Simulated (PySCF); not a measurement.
Compound: C4HClNO4 (charge -1).
Atom-mapped SMILES: `[O:1]=[C:2]([O-:3])[c:4]1[n:5][c:6]([Cl:7])[c:8]([OH:9])[o:10]1` (hydrogens: H11 on O9)

Cartesian coordinates in Å at the GFN2-xTB level; atoms count from 1:
```xyz
11
C4HClNO4 angstrom
O      3.0224   -0.9742    0.6346
C      2.3735   -0.0244    0.2187
O      2.6979    1.1008   -0.1550
C      0.8022   -0.2590    0.1377
N      0.0933   -1.3276    0.3358
C     -1.2008   -0.9563    0.1252
Cl    -2.5167   -2.0280    0.2700
C     -1.2337    0.3654   -0.2036
O     -2.2377    1.2189   -0.5054
O      0.0315    0.8133   -0.1986
H     -1.8264    2.0736   -0.6854
```

Computed at PBE0/pcSseg-1 (PySCF, non-relativistic), with Q(17O) = −0.0256 b, Q(14N) = 0.02044 b, Q(35Cl) = −0.0817 b: O1, 17O (I = 5/2): χzz = 8.229 MHz, η = 0.327; N5, 14N (I = 1): χzz = -4.463 MHz, η = 0.034; Cl7, 35Cl (I = 3/2): χzz = -74.26 MHz, η = 0.030; O9, 17O (I = 5/2): χzz = 10.82 MHz, η = 0.999; O10, 17O (I = 5/2): χzz = -8.561 MHz, η = 0.102.

Q: Where would the pure quadrupole (NQR) lines of 17O at O1 fall for the rigid, isolated species?

A: From the eigenvalues of H = χ/[4I(2I − 1)] × [3Iz² − I(I + 1) + η(Ix² − Iy²)], steps between neighbouring levels, labelled as for η = 0: ±1/2↔±3/2 1.370 MHz, ±3/2↔±5/2 2.419 MHz (carboxylate oxygen).

Q: Where would the pure quadrupole (NQR) lines of 14N at N5 fall for the rigid, isolated species?

A: From ν± = (3/4)|χ|(1 ± η/3) and ν0 = |χ|η/2: ν+ 3.385 MHz, ν− 3.310 MHz, ν0 0.075 MHz (pyridine-type nitrogen).

Q: Where would the pure quadrupole (NQR) lines of 35Cl at Cl7 fall for the rigid, isolated species?

A: From ν = (|χ|/2)√(1 + η²/3): ν = 37.13 MHz (aryl chlorine). For 37Cl the ratio of quadrupole moments, 0.7881, gives 29.27 MHz.

Q: Where would the pure quadrupole (NQR) lines of 17O at O9 fall for the rigid, isolated species?

A: From the eigenvalues of H = χ/[4I(2I − 1)] × [3Iz² − I(I + 1) + η(Ix² − Iy²)], steps between neighbouring levels, labelled as for η = 0: ±1/2↔±3/2 2.860 MHz, ±3/2↔±5/2 2.863 MHz (phenol-type oxygen).

Q: Where would the pure quadrupole (NQR) lines of 17O at O10 fall for the rigid, isolated species?

A: From the eigenvalues of H = χ/[4I(2I − 1)] × [3Iz² − I(I + 1) + η(Ix² − Iy²)], steps between neighbouring levels, labelled as for η = 0: ±1/2↔±3/2 1.299 MHz, ±3/2↔±5/2 2.563 MHz (furan-type oxygen).

Q: Apply the simplest Townes–Dailey estimate (no s hybridisation, no π bonding), ionic character = 1 − χzz/χ0, where χ0 is the coupling for one missing p electron along the bond: −109.74 MHz for 35Cl.

A: Cl7 on C6: 1 − (-74.26)/(-109.74) = 0.32. In this model a purely covalent bond gives χ0 and a free halide ion gives zero; s hybridisation or π bonding, where present, is counted here as ionic character.

In a crystal, neighbours and librations shift these lines. GFN2-xTB frequencies show an imaginary mode (24i cm⁻¹), so this geometry is no minimum at that level. The pcSseg-1 basis has no diffuse functions, a weakness for an anion. GFN2-xTB bond lengths can be off by several hundredths of an ångström, more for odd bonds, and the gradients follow them. These gradients aren't converged with respect to the basis.

One conformer stands for the species.
